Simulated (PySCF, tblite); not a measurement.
Compound: C₅H₉FS₂Si.
Z-matrix (Å and degrees, GFN2-xTB geometry), rows numbered from 1:
```
C 
C   1  1.4959
C   2  1.3257  1  122.60
F   3  1.3436  2  122.61  1     0.28
Si  2  1.8732  1  116.53  3   179.59
S   5  2.1455  2  111.75  1  -179.56
C   6  1.8250  5   94.21  2  -139.41
C   7  1.5098  6  110.81  5    46.67
S   8  1.8292  7  111.36  6   -60.42
H   1  1.0885  2  109.80  3  -120.67
H   1  1.0870  2  111.21  3     0.16
H   1  1.0888  2  109.82  3   121.13
H   3  1.0802  2  125.64  1   179.74
H   5  1.4593  2  112.82  1   -54.75
H   7  1.0896  6  106.38  5   167.01
H   7  1.0898  6  108.10  5   -75.62
H   8  1.0901  7  111.01  6    59.75
H   8  1.0895  7  110.83  6  -178.36
```

Computed, not measured: PBE0/pcSseg-1 in PySCF (dipole) on a GFN2-xTB geometry, gas phase.

Take the most abundant isotopes and a rigid rotor. The values belong to one conformer with, in the numbering `[CH3:1]/[C:2](=[CH:3]\[F:4])[SiH:5]1[S:6][CH2:7][CH2:8][S:9]1`, C1–C2–Si5–S6 180°, C2–Si5–S6–C7 -139°, Si5–S6–C7–C8 47°, S6–C7–C8–S9 -60°, C7–C8–S9–Si5 37°.

What are A, B and C (MHz)?

Ia = 314.75, Ib = 775.01, Ic = 948.24 u·Å²; 505379 MHz·u·Å²/I gives A = 1606, B = 652.1, C = 533.0 MHz.

What kind of rotor is it?

An asymmetric top. Ray's parameter κ = (2B − A − C)/(A − C) = -0.778; −1 is the prolate and +1 the oblate limit.

What does the inertial defect say?

Not planar: Δ = Ic − Ia − Ib = -141.51 u·Å². For a rigid frame Δ = −2 Σ m c², so Σ m c² = 70.76 u·Å² lies off the ab plane: 14.57 from hydrogen and 56.19 from heavier atoms. The atom farthest from that plane is 2.22 Å away.

Give the other two planar moments, Paa and Pbb, and the rms extents of the mass along the axes.

Paa = Σ m a² = (Ib + Ic − Ia)/2 = 704.25 and Pbb = Σ m b² = (Ia + Ic − Ib)/2 = 243.99 u·Å². With the mass M = 179.99 u, the rms extents √(P/M) along a, b and c are 1.98, 1.16, 0.63 Å.

Give the coordinates in the principal-axis frame, origin at the centre of mass.

The sense of each axis is arbitrary; atoms in the order of the calculation.
```
atom  mass (u)   a (Å)   b (Å)   c (Å)
  C1    12.000   2.431   1.564   0.491
  C2    12.000   1.678   0.299   0.228
  C3    12.000   2.227  -0.747  -0.375
  F4    18.998   3.504  -0.755  -0.792
 Si5    27.977  -0.102   0.249   0.807
  S6    31.972  -1.029  -1.636   0.366
  C7    12.000  -2.616  -0.889  -0.138
  C8    12.000  -2.389   0.273  -1.075
  S9    31.972  -1.394   1.585  -0.279
 H10     1.008   2.449   1.766   1.561
 H11     1.008   3.453   1.497   0.125
 H12     1.008   1.931   2.400   0.005
 H13     1.008   1.732  -1.683  -0.586
 H14     1.008  -0.245   0.561   2.225
 H15     1.008  -3.183  -1.677  -0.634
 H16     1.008  -3.145  -0.576   0.762
 H17     1.008  -1.863  -0.047  -1.974
 H18     1.008  -3.335   0.737  -1.353
```

Where do the levels up to J = 3 lie, in MHz?

Above 0(0,0):
J = 1: 1(0,1) 1185, 1(1,1) 2139, 1(1,0) 2258
J = 2: 2(0,2) 3545, 2(1,2) 4390, 2(1,1) 4747, 2(2,1) 7608, 2(2,0) 7618
J = 3: 3(0,3) 7059, 3(1,3) 7760, 3(1,2) 8474, 3(2,2) 11163, 3(2,1) 11215, 3(3,1) 16235, 3(3,0) 16235

Which types of transition are allowed, and where do some lines up to J = 2 fall?

The dipole components are |μa| = 1.57 D, |μb| = 0.07 D, |μc| = 0.20 D. The squared components, which scale the intensities, stand as 1.00 : 0.00 : 0.02 (a : b : c). Some lines, for components of 0.1 D or more:

```
type  branch         J(Ka,Kc)   MHz  lower level (cm⁻¹)
   a       Q  2(1,1) ← 2(1,2)   357               0.146
   c       Q  2(1,2) ← 2(0,2)   845               0.118
   c       Q  1(1,1) ← 1(0,1)   954               0.040
   a       R  1(0,1) ← 0(0,0)  1185               0.000
   a       R  2(1,2) ← 1(1,1)  2251               0.071
   c       R  1(1,0) ← 0(0,0)  2258               0.000
   a       R  2(0,2) ← 1(0,1)  2360               0.040
   a       R  2(1,1) ← 1(1,0)  2489               0.075
   c       Q  2(2,1) ← 2(1,1)  2861               0.158
   c       R  2(1,1) ← 1(0,1)  3562               0.040
   c       R  2(2,0) ← 1(1,0)  5360               0.075
   c       R  2(2,1) ← 1(1,1)  5469               0.071
```

Estimate the classical rotational partition function at 10 K, 25 K and 200 K.

Point group C1, symmetry number σ = 1; q = (√π/σ)·√((kT/h)³/(ABC)), k/h = 20836.6 MHz/K: 7140 at 10 K, 28200 at 25 K, 638000 at 200 K.

Its GFN2-xTB frequencies are all real (lowest 29 cm⁻¹). Constants of a rigid frame at the computed geometry: no zero-point averaging, no centrifugal distortion. A rigid rotor knows nothing of internal rotation, which can split or shift real lines.

On Arm Neoverse V2, one thread, shared host, this took 44 s and 1.1 GiB of memory at its peak. This is the PBE0/pcSseg-1 job that gave the dipole, with the shieldings it also computed.
